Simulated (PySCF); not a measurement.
**Cu⁸⁺: ionisation energy**

Cu⁸⁺ [Ar] 3d3 [3d3/2^3, M_J = 3/2] → Cu⁹⁺ [Ar] 3d2 [3d3/2^2, M_J = 2], as a difference of total energies. All numbers are calculated (PySCF 2.14, the two-component X2C-1e Hamiltonian, in an even-tempered Gaussian basis (17 s from 0.43 bohr⁻², ratio 2.8; 12 p from 0.56 bohr⁻², ratio 2.8; 8 d from 0.56 bohr⁻², ratio 2.8; 4 f from 2.1 bohr⁻², ratio 3)). Correlated levels: [Ne] frozen; the 70 highest virtual spinors dropped. "Screened" scales the spin-orbit matrix elements by Boettger's factors to mimic the two-electron term; Breit and QED terms are absent.

| method | ionisation energy (eV) |
| --- | --- |
| GHF (spin-free) | 198.12 |
| GMP2 (spin-free) | 198.66 |
| GHF (screened spin-orbit) | 198.08 |
| GMP2 (screened spin-orbit) | 198.62 |

Q: How much does correlation contribute at GMP2 (screened spin-orbit)?

A: 198.62 − (198.08) = 0.54 eV, measured against GHF (screened spin-orbit).

The labels give the starting determinants; with spin-orbit coupling the two ends relaxed to ⟨J²⟩ = 6.49, ⟨L²⟩ = 11.98, ⟨S²⟩ = 3.74 and ⟨J²⟩ = 7.36, ⟨L²⟩ = 11.93, ⟨S²⟩ = 1.97.

The determinant of Cu⁸⁺ and of Cu⁹⁺ mixes levels of different J (the jj label is only the starting occupation), so the difference between spin-free and spin-orbit rows is not the physical spin-orbit shift.

For comparison: 198 ± 2.2 eV (theoretical estimate listed by NIST; NIST Atomic Spectra Database, ionization energies).
